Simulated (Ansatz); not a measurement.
```yaml
crystal:
  periodic: [false, false, false]
  atoms:
    - {symbol: F, position_ang: [-1.486005, -1.250135, 0.511885]}
    - {symbol: C, position_ang: [-0.830000, -0.111798, 0.154515]}
    - {symbol: Cl, position_ang: [-2.000432, 1.211905, 0.059562]}
    - {symbol: C, position_ang: [0.375003, 0.198356, 1.068953]}
    - {symbol: O, position_ang: [1.439387, 0.249250, 0.100573]}
    - {symbol: Si, position_ang: [0.505219, -0.182314, -1.211605]}
    - {symbol: H, position_ang: [0.293547, 1.148457, 1.598800]}
    - {symbol: H, position_ang: [0.531673, -0.619926, 1.777671]}
    - {symbol: H, position_ang: [0.451814, 0.831347, -2.290731]}
    - {symbol: H, position_ang: [0.802892, -1.526442, -1.766624]}
basis:
  gaussian: {orbitals: def2-TZVPP}
hamiltonian: {xc: {name: B3LYP-D3}, dispersion: d3bjatm}
scf: {lower_state_search: off}
```

```sh
$ ansatz run in.yaml --threads 4 --pin off --events-out ev --progress --plain --max-ram 10444MiB
```

Shortened log:

```
Error: YAML parse error: error: line 16 column 19: hamiltonian.xc: no functional is named "B3LYP-D3"; the names, which are not case-sensitive, are SVWN5, SPW92, PBE, PBE0, PBEsol, revPBE, revPBE0, RPBE, rPW86-PBE, HSE06, wPBEh, LC-wPBE, HISS, HF, BLYP, B3LYP, B3LYP5, BHLYP, CAM-B3LYP, r2SCAN, r2SCANh, r2SCAN0, r2SCAN50, m-r2SCAN, B97, wB97, wB97X, wB97X-V, B97M-V, wB97M-V, B2PLYP, B2GP-PLYP, PBE0-DH, PBE-QIDH
14 | basis:
15 |   gaussian: {orbitals: def2-TZVPP}
16 | hamiltonian: {xc: {name: B3LYP-D3}, dispersion: d3bjatm}
17 | scf: {lower_state_search: off}
```

(1) Something in this input is off. What?

Answers

(1) The method's name isn't one that the program takes here. The input was rejected before any iteration.

HSE06 is defined as in plane-wave codes.
